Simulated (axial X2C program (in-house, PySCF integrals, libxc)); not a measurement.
# TiH⁺: properties at the nuclei

Calculated with an in-house all-electron X2C program for linear molecules (integrals from PySCF): two-component X2C with atomic mean-field Coulomb and Gaunt terms, Gaussian nuclei, basis Ti dyall-cv3z, H dyall-v3z with contracted cores.

R = 1.696 Å (near the PBE0 minimum at charge 1 of the determinant lowest at the starting distance; the state shown can have its own minimum elsewhere).

Input and command:
```json
{"zs": [22, 1], "q": 1, "bas": ["dyall-cv3z", "dyall-v3z"], "r0": 1.68, "levels": ["PBE0", "HF", "TPSSh", "BP86", "r2SCAN"], "nst": 3}
```
```bash
python soeom.py task.json out
```

Keys: zs atomic numbers; q charge; bas basis sets; r0 starting distance in Å; levels methods; nst determinants followed.

Determinant lowest in the PBE0 search, Ω = 2 (⟨Sz⟩ = -1.00, ⟨Lz⟩ = 3.00 at PBE0), spin on the atoms Ti -1.04, H 0.04:

```json
{"level": "PBE0", "Eeff magnitude (GV/cm)": "0.0046", "Ws magnitude Ti (kHz)": "0.00214", "A∥/gI Ti (MHz)": "350", "qzz Ti (a.u.)": "-0.37", "A∥/gI H (MHz)": "8.07", "qzz H (a.u.)": "0.07"}
{"level": "HF", "Eeff magnitude (GV/cm)": "0.044", "Ws magnitude Ti (kHz)": "0.00657", "A∥/gI Ti (MHz)": "352", "qzz Ti (a.u.)": "-0.27", "A∥/gI H (MHz)": "7.35", "qzz H (a.u.)": "0.10"}
{"level": "TPSSh", "Eeff magnitude (GV/cm)": "0.00646", "Ws magnitude Ti (kHz)": "0.00266", "A∥/gI Ti (MHz)": "376", "qzz Ti (a.u.)": "-0.41", "A∥/gI H (MHz)": "7.17", "qzz H (a.u.)": "0.07"}
{"level": "BP86", "Eeff magnitude (GV/cm)": "0.00579", "Ws magnitude Ti (kHz)": "0.00245", "A∥/gI Ti (MHz)": "338", "qzz Ti (a.u.)": "-0.47", "A∥/gI H (MHz)": "7.88", "qzz H (a.u.)": "0.07"}
{"level": "r2SCAN", "Eeff magnitude (GV/cm)": "0.00525", "Ws magnitude Ti (kHz)": "0.000521", "A∥/gI Ti (MHz)": "343", "qzz Ti (a.u.)": "-0.36", "A∥/gI H (MHz)": "9.68", "qzz H (a.u.)": "0.07"}
```

Determinant 0.04 eV from it at PBE0 and this distance, Ω = 4 (⟨Sz⟩ = 1.00, ⟨Lz⟩ = 3.00 at PBE0), spin on the atoms Ti 1.04, H -0.04:

```tsv
level	Eeff magnitude (GV/cm)	Ws magnitude Ti (kHz)	A∥/gI Ti (MHz)	qzz Ti (a.u.)	A∥/gI H (MHz)	qzz H (a.u.)
PBE0	0.00287	0.000951	95.1	-0.37	0.52	0.07
HF	0.0476	0.00357	82.9	-0.27	0.805	0.10
TPSSh	0.00501	0.00124	85.2	-0.41	0.973	0.07
BP86	0.00437	0.00114	103	-0.47	0.645	0.07
r2SCAN	0.00607	0.00022	101	-0.37	-0.256	0.07
```

Eeff is the effective electric field on the electron electric dipole moment in this Ω state and Ws the scalar–pseudoscalar constant of the nucleus named (defined with the proton number Z and per Ω); A∥ (defined per Ω) follows by multiplying with gI = μI/(I μN); qzz is the electric field gradient, eQq0 = 234.96 MHz × Q/barn × qzz. The operators were transformed with the bare-nucleus X2C matrices; with these basis sets, hyperfine constants and field gradients can be off by tens of per cent, and where levels differ in sign neither size nor sign is settled.

(1) With gI(47Ti) = -0.3154, Q(47Ti) = 0.302 barn, gI(1H) = 5.5857 (g factors from the IAEA table of nuclear moments by Stone; Q from Pyykkö, Mol. Phys. 2018), turn the PBE0 values of the first state into constants in MHz.

Each state is one determinant with collinear spin, which with several unpaired electrons need not be a pure state. Unrestricted Hartree–Fock can overshoot spin polarisation at the nuclei. In the state Ω = 2 the sign of Eeff differs between levels (HF, r2SCAN against PBE0). In the state Ω = 4 the sign of Eeff differs between levels (HF, r2SCAN against PBE0). With several open shells hyperfine constants can be off by a factor of several. Where Eeff spreads by more than a factor of two the levels disagree and none is to be relied on. Open-shell Ω = 0 determinants with evenly filled partner blocks cannot be reached by this program, so the Ω shown need not be the lowest component. At BP86, TPSSh, r2SCAN a later determinant lies lower. States lie within half an eV, so the first need not be the ground state. The sign of Ws at Ti differs between levels in the first state. The sign of Ws at Ti differs between levels in the second state. Further determinants of the search, some of them spin-mixed, are not shown. PBE0 term energies can be off by some tenths of an eV.

Results:

(1) A∥(47Ti) = 350 × -0.3154 = -110 MHz; eQq0(47Ti) = 234.96 × (0.302) × (-0.37) = -26.3 MHz; A∥(1H) = 8.07 × 5.5857 = 45.1 MHz.
